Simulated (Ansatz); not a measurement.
Gas-phase electronic energies from Ansatz, PBE0-D4/def2-TZVP geometries. CBS: MP2 limit from def2 TZ/QZ plus the TZ coupled-cluster correction, frozen cores. This one scheme is used for every species, atoms too. For atomizations the MP2-based limit and the directly extrapolated one differ by several kJ/mol either way, and by 10 to 25 for some Ge, Se and Sn compounds, so smaller differences from it don't rank the levels. DFT in def2-TZVPP. HSE06 is defined as in plane-wave codes. Open shells (•) are unrestricted, without spin–orbit coupling. Spin–orbit coupling would lower the free atoms: a little for C, F, Si. One conformer a species, not always the lowest.

`CN(C)[Si](F)(F)N(C)C` → 4 C• + 2 F• + 12 H• + 2 N• + Si•  (atomization)

```json
{"level": "LDA (SPW92)", "ΔE (eV)": "98.89"}
{"level": "revPBE-D4", "ΔE (eV)": "86.02"}
{"level": "BLYP-D4", "ΔE (eV)": "86.49"}
{"level": "r2SCANh-D4", "ΔE (eV)": "85.97"}
{"level": "HSE06-D4", "ΔE (eV)": "86.69"}
{"level": "PBE0", "ΔE (eV)": "86.16"}
{"level": "CAM-B3LYP", "ΔE (eV)": "86.71"}
{"level": "CCSD/def2-SVP", "ΔE (eV)": "80.90"}
```

(1) What does CCSD(T)/CBS give? (Best estimate.)

Largest T1 diagnostic among the species: 0.012.

## Answers

(1) Computed: +86.58 eV. The listed levels differ from it by 12.31, -0.56, -0.09, -0.61, 0.11, -0.42, 0.13, -5.68 eV.

From r2SCAN to r2SCAN0 (25 % exact exchange), in def2-TZVPP and without D4, ΔE moves by −1.19 eV: exact exchange takes away binding that semilocal exchange gives to molecules. Leaving LDA and LC-ωPBE aside and taking each functional with its dispersion term where it has one, the values, not all of them listed here, spread over 3.83 eV, from BHLYP-D4 to PBE-D4. LDA lies +11.35 eV from PBE without D4, its usual overbinding. At CCSD(T), def2-SVP lies −4.92 eV from the extrapolated value and def2-TZVPP −2.27 eV: correlation converges slowly with the basis, and small sets miss more of it in the bonded molecule than in its fragments.
